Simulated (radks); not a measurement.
Question: Species: S11+. Configuration: [He] 2s2 2p1. Method: non-relativistic Kohn-Sham, PBE, spin-unpolarised, spherical densities, point nucleus; computed with a radial shooting solver on a logarithmic mesh with Libxc functionals. Some entries of the table are withheld. Estimate them.

| orbital | occ. | eigenvalue (hartree) | <r^2> (bohr^2) |
|---|---|---|---|
| 1s | 2 | -105.4622 | (1) |
| 2s | 2 | -20.85909 | 0.2097 |
| 2p | 1 | (2) | (3) |
| 3s | 0 | -8.26540 | 1.177 |
| 3p | 0 | (4) | 1.115 |
| 3d | 0 | -7.43742 | (5) |

Answer: 
(1) 1s <r^2> (bohr^2): 0.01255
(2) 2p eigenvalue (hartree): -19.50325
(3) 2p <r^2> (bohr^2): 0.1648
(4) 3p eigenvalue (hartree): -7.85426
(5) 3d <r^2> (bohr^2): 0.8491
